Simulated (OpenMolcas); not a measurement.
**Nb: effect of the basis set**

```
Program             : OpenMolcas 26.06
Method              : CASSCF
Active space        : 5 electrons in 6 orbitals (4d 5s)
State averaging     : 2S+1 = 6 even, 6 roots; 2S+1 = 4 even, 69 roots kept (CI in the orbitals of an earlier block); 2S+1 = 2 even, 98 roots kept (CI in the orbitals of an earlier block)
Spin-orbit coupling : RASSI with atomic mean-field integrals over the reference wave functions, term energies averaged over their components
```

A. ANO-RCC-VDZP [6s5p3d1f], DKH2, point nucleus; cost roughly 90 core-seconds
B. ANO-RCC-VQZP [8s7p5d3f2g1h], DKH2, point nucleus; cost roughly 2.1 core-minutes
C. ANO-R3 [8s6p6d3f2g1h], X2C, finite nucleus; cost roughly 60 core-seconds

Energies in cm-1 above 4d4 5s 6D 1/2, the measured ground level; measured values from NIST Handbook of Basic Atomic Spectroscopic Data.

| Level | A | B | C | Measured |
| --- | --- | --- | --- | --- |
| 4d4 5s 6D 1/2 | 0.0 | 0.0 | 0.0 | 0.0 |
| 4d4 5s 6D 3/2 | 142 | 143 | 141 | 154 |
| 4d4 5s 6D 5/2 | 368 | 370 | 367 | 392 |
| 4d4 5s 6D 7/2 | 667 | 670 | 665 | 695 |
| 4d4 5s 6D 9/2 | 1027 | 1032 | 1024 | 1050 |
| 4d3 5s2 4F 3/2 | 9673 | 9778 | 9773 | 1143 |
| 4d3 5s2 4F 5/2 | 9974 | 10078 | 10071 | 1587 |
| 4d3 5s2 4F 7/2 | 10362 | 10465 | 10455 | 2154 |
| 4d4 5s 4P 1/2(1) | 10605 | 10634 | 10629 |  |
| 4d3 5s2 4F 9/2 | 10808 | 10909 | 10896 | 2805 |
| 4d4 5s 4P 3/2(1) | 11014 | 11046 | 11038 |  |
| 4d4 5s 4P 5/2(1) | 11696 | 11732 | 11719 |  |
| 4d4 5s 4D 1/2(1) | 14210 | 14278 | 14261 |  |
| 4d4 5s 4D 3/2(1) | 14444 | 14514 | 14494 |  |
| 4d4 5s 4D 5/2(1) | 14772 | 14843 | 14821 |  |
| 4d4 5s 4H 7/2 | 14967 | 14977 | 14963 |  |
| 4d4 5s 4H 9/2 | 15101 | 15111 | 15096 |  |
| 4d4 5s 4D 7/2(1) | 15184 | 15257 | 15232 |  |
| 4d4 5s 4H 11/2 | 15280 | 15291 | 15274 |  |
| 4d4 5s 4H 13/2 | 15512 | 15524 | 15505 |  |
| 4d5 6S 5/2 | 16526 | 16499 | 16464 |  |
| 4d4 5s 4G 5/2 | 17170 | 17176 | 17161 |  |
| 4d4 5s 4G 7/2 | 17320 | 17329 | 17312 |  |
| 4d4 5s 4G 9/2 | 17553 | 17563 | 17544 |  |

Deviations, from unrounded energies. A percentage is the sum of absolute deviations over the sum of measured energies, with the sign that they share, or ± where signs differ.

```json
{"Against measurement": "mean absolute deviation (cm-1)", "Levels": "8", "A": "4200", "B": "4200", "C": "4200"}
{"Against measurement": "fine structure of the ground term (%)", "Levels": "4", "A": "-3.8", "B": "-3.3", "C": "-4.2"}
{"Against measurement": "other configurations (%)", "Levels": "4", "A": "+430.8", "B": "+436.2", "C": "+435.8"}
```

A, B, C lie about equally close to measurement. The largest miss of A in the table is 4d3 5s2 4F 3/2, by +8500 cm-1. The ranking rests on the paired levels alone, and a cruder setting can come out closer through cancelling errors.

Among A to C the level of the table that moves most is 4d3 5s2 4F 3/2, by 100 cm-1 (lowest in A, highest in B).

Without dynamic correlation excited terms often stand tens of per cent too high (terms of higher spin than the ground term too low), and those without a measured partner can miss by more than the paired ones. Terms from blocks run as CI alone lack orbitals of their own. Configurations are named by rounded mean occupations; where the s occupation lies near a half they are strongly mixed, a name can repeat and a true partner stay unpaired. A single d shell beside an s shell can misplace configurations of different d count against each other. Computed and measured levels are paired by configuration, term and J; levels that our copy of the source lacks, or whose pairing is in doubt (as where it misses far off the trend of its configuration), stay unpaired and out of the deviations. Only configurations of the active space appear. The table leaves out levels that lie high or whose names do not pair safely across all columns.

A number in round brackets counts repeated terms of one configuration in the order of the reference energies.
